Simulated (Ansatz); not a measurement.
CH$_{3}$BiCl$_{2}$O, SMILES `C[O][Bi]([Cl])[Cl]`, relaxed with RKS PBE-D4/def2-SVP in the Gaussian-basis code of Ansatz from a rough embedded geometry. The force threshold is 0.03 eV/Å; the program also tests the step.

Total charge 0; spin multiplicity 1. Bi: def2 effective core potential.

Start:

```xyz
8

C     0.746   -0.636   -0.933
O     0.718    0.352    0.108
Bi   -0.878   -0.142    1.460
Cl   -0.246    1.686    2.879
Cl   -2.429    1.305    0.182
H     1.499   -0.350   -1.656
H     0.873   -1.633   -0.545
H    -0.283   -0.582   -1.495
```

(1) How much energy does the relaxation release, and in how many steps? (An estimate is asked.)

(2) Which bonds change most? (An estimate is asked.)

(3) Give the relaxed structure. (Best estimate.)

## Answers

(1) Computed: 12.92 kcal/mol, in 23 steps, 1 of them rejected.

(2) The calculation gave: Bi3–Cl4 from 2.398 to 2.496 Å; C1–H8 from 1.174 to 1.115 Å; O2–Bi3 from 2.149 to 2.100 Å; C1–H7 from 1.077 to 1.112 Å.

(3) Ansatz gave: 
```xyz
8

C     0.619   -0.536   -0.829
O     0.248   -1.107    0.416
Bi   -0.876   -0.020    1.818
Cl    0.496    2.065    1.841
Cl   -2.679    0.782    0.289
H     1.270    0.360   -0.704
H     1.188   -1.306   -1.394
H    -0.266   -0.237   -1.437
```
